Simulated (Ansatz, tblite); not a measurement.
Isomers of Si₅Ge₃ (singlet), found by a short tight-binding search and relaxed with r2SCAN-D4/def2-SVP in Ansatz.

The xTB rows come from tblite. Correlated methods freeze 52 core orbitals; core or outer-core shells of Ge are correlated, in sets that lack core-valence functions.

Run but left out: HF/def2-SVP (A: restricted singlet, unstable towards broken spin symmetry); B2PLYP/def2-TZVP (A: restricted singlet, unstable in another Hartree–Fock run and untested here).

A: The restricted singlet is unstable towards broken spin symmetry in Hartree–Fock (as tested in another run); at PBE-D4/def2-TZVP, r2SCAN-D4/def2-TZVP, PBE0-D4/def2-TZVP this wasn't settled. At CCSD(T)/def2-SVP T1 of the charge 0 singlet is large (up to 0.021), so the single-reference result is doubtful. At CCSD(T)/def2-SVP the restricted singlet (for correlated methods, its reference) is unstable: a solution with broken spin symmetry lies lower.

Other spin states weren't relaxed.

A:

```xyz
8

Si    0.132   -0.955   -0.206
Si   -1.956   -0.596   -1.255
Si    1.890    0.773   -0.565
Si   -1.947   -0.382    1.176
Si    0.360    0.034    2.087
Ge    2.331   -1.050    1.024
Ge   -0.771    1.474    0.033
Ge   -0.038    0.701   -2.294
```

B:

```xyz
8

Si    0.525    1.242   -0.122
Si    0.492   -0.477   -1.811
Si   -0.376   -1.239    0.407
Si    2.032   -0.465    0.587
Si   -1.736    0.359   -0.803
Ge    1.296   -2.553   -0.643
Ge   -0.852    0.577    2.003
Ge   -1.380    2.555    0.382
```

Question: Estimate their order by electronic energy at PBE0-D4/def2-TZVP, counted from the lowest.

Answer: B (0.0) < A (75.3), in kJ/mol.

Question: Do the other levels pick the same lowest one?

Answer: All that were run do. Energies above each level's lowest (kJ/mol):

| level | A | B |
| --- | --- | --- |
| GFN1-xTB | 29.4 | 0.0 |
| GFN2-xTB | 0.6 | 0.0 |
| PBE-D4/def2-TZVP | 67.7 | 0.0 |
| r2SCAN-D4/def2-TZVP | 77.0 | 0.0 |
| PBE0-D4/def2-TZVP | 75.3 | 0.0 |
| MP2/def2-SVP | 63.7 | 0.0 |
| CCSD/def2-SVP | 73.8 | 0.0 |
| CCSD(T)/def2-SVP | 65.8 | 0.0 |
Point groups (tolerance 0.1 Å): A not assigned, B not assigned. Lower isomers may exist.
